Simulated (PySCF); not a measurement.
HFGeS (SMILES [F][Ge][SH]), singlet, geometry from GFN2-xTB; DF-CAMB3LYP/cc-pV(D+d)Z (PySCF).

Here is a job for PySCF.
```python
from pyscf import gto, scf, dft

mol = gto.M(
    atom='''
Ge    0.453975   -0.059977    0.502944
F     0.816701    1.517665   -0.304026
S    -1.274017   -0.622911   -0.823059
H    -1.493240   -1.773153   -0.189035
''',
    basis='cc-pv(d+d)z',
    charge=0,
    spin=0,
    verbose=4,
    max_memory=1800,
)

mf = dft.RKS(mol)
mf.xc = 'camb3lyp'
mf = mf.density_fit(auxbasis='def2-universal-jkfit')
mf.kernel()
```

The log (banner, timings and long lists left out):

```
PySCF version 2.14.0

[INPUT] verbose = 4
[INPUT] num. atoms = 4
[INPUT] num. electrons = 58
[INPUT] charge = 0
[INPUT] spin (= nelec alpha-beta = 2S) = 0
[INPUT] symmetry False subgroup None
[INPUT] Mole.unit = angstrom
[INPUT] Symbol           X                Y                Z      unit          X                Y                Z       unit  Magmom
[INPUT]  1 Ge     0.453975000000  -0.059977000000   0.502944000000 AA    0.857888417399  -0.113340103773   0.950426415993 Bohr   0.0
[INPUT]  2 F      0.816701000000   1.517665000000  -0.304026000000 AA    1.543341215658   2.867971198838  -0.574525874747 Bohr   0.0
[INPUT]  3 S     -1.274017000000  -0.622911000000  -0.823059000000 AA   -2.407543208040  -1.177131189979  -1.555356094358 Bohr   0.0
[INPUT]  4 H     -1.493240000000  -1.773153000000  -0.189035000000 AA   -2.821814638246  -3.350773546951  -0.357224377957 Bohr   0.0

nuclear repulsion = 243.633422401481
number of shells = 11
number of NR pGTOs = 156
number of NR cGTOs = 69
basis = cc-pv(d+d)z
ecp = {}

******** <class 'pyscf.df.df_jk.DFRKS'> ********
method = DFRKS
initial guess = minao
damping factor = 0
level_shift factor = 0
DIIS = <class 'pyscf.scf.diis.CDIIS'>
diis_start_cycle = 1
diis_space = 8
diis_damp = 0
SCF conv_tol = 1e-09
SCF conv_tol_grad = None
SCF max_cycles = 50
direct_scf = False
XC library pyscf.dft.libxc version 7.1.2
    S. Lehtola, C. Steigemann, M. J. T. Oliveira, and M. A. L. Marques,  SoftwareX 7, 1–5 (2018)
XC functionals = camb3lyp
    T. Yanai, D. P. Tew, and N. C. Handy,  Chem. Phys. Lett. 393, 51 (2004)
radial grids:
    Treutler-Ahlrichs [JCP 102, 346 (1995); DOI:10.1063/1.469408] (M4) radial grids

becke partition: Becke, JCP 88, 2547 (1988); DOI:10.1063/1.454033
pruning grids: <function nwchem_prune>
grids dens level: 3
symmetrized grids: False
atomic radii adjust function: <function treutler_atomic_radii_adjust>
small_rho_cutoff = 0
Set gradient conv threshold to 3.16228e-05
Initial guess from minao.
tot grids = 63592
******** <class 'pyscf.df.df.DF'> ********
auxbasis = def2-universal-jkfit
Create RSH-DF object <pyscf.df.df.DF object> for omega=0.33
******** <class 'pyscf.df.df.DF'> ********
auxbasis = auxmol.basis = def2-universal-jkfit
init E= -2575.10192739161
  HOMO = -0.279272276417338  LUMO = -0.0820426945619133  gap/eV = 5.36689
cycle= 1 E= -2575.66137813784  delta_E= -0.559  |g|= 0.725  |ddm|=  3.2
  HOMO = -0.241853717929052  LUMO = -0.073017683430634  gap/eV = 4.59426
cycle= 2 E= -2575.45183795194  delta_E= 0.21  |g|= 1.35  |ddm|= 3.12
  HOMO = -0.318807235302719  LUMO = -0.0603027614355698  gap/eV = 7.03427
cycle= 3 E= -2575.77668195203  delta_E= -0.325  |g|= 0.0958  |ddm|= 1.78
  HOMO = -0.323222385773182  LUMO = -0.0505939358477852  gap/eV = 7.41860
cycle= 4 E= -2575.77902075017  delta_E= -0.00234  |g|= 0.0421  |ddm|= 0.319
  HOMO = -0.322175532744891  LUMO = -0.0511646575543221  gap/eV = 7.37458
cycle= 5 E= -2575.7795529423  delta_E= -0.000532  |g|= 0.00457  |ddm|= 0.106
  HOMO = -0.322235968393027  LUMO = -0.050914957531158  gap/eV = 7.38302
cycle= 6 E= -2575.77956215391  delta_E= -9.21e-06  |g|= 0.00151  |ddm|= 0.0141
  HOMO = -0.322205217980654  LUMO = -0.050957031236587  gap/eV = 7.38104
cycle= 7 E= -2575.77956327984  delta_E= -1.13e-06  |g|= 0.000433  |ddm|= 0.00475
  HOMO = -0.322211265860723  LUMO = -0.0509727489842247  gap/eV = 7.38078
cycle= 8 E= -2575.77956336701  delta_E= -8.72e-08  |g|= 0.000101  |ddm|= 0.00134
  HOMO = -0.322222429685714  LUMO = -0.0509849251366559  gap/eV = 7.38075
cycle= 9 E= -2575.77956337252  delta_E= -5.5e-09  |g|= 2.29e-05  |ddm|= 0.000401
  HOMO = -0.322216695946148  LUMO = -0.0509803080343927  gap/eV = 7.38072
cycle= 10 E= -2575.77956337274  delta_E= -2.24e-10  |g|= 6.73e-06  |ddm|= 7.33e-05
  HOMO = -0.322217110323491  LUMO = -0.0509813461302873  gap/eV = 7.38070
Extra cycle  E= -2575.77956337277  delta_E= -3.41e-11  |g|= 4.65e-06  |ddm|= 2.3e-05
converged SCF energy = -2575.77956337277
```
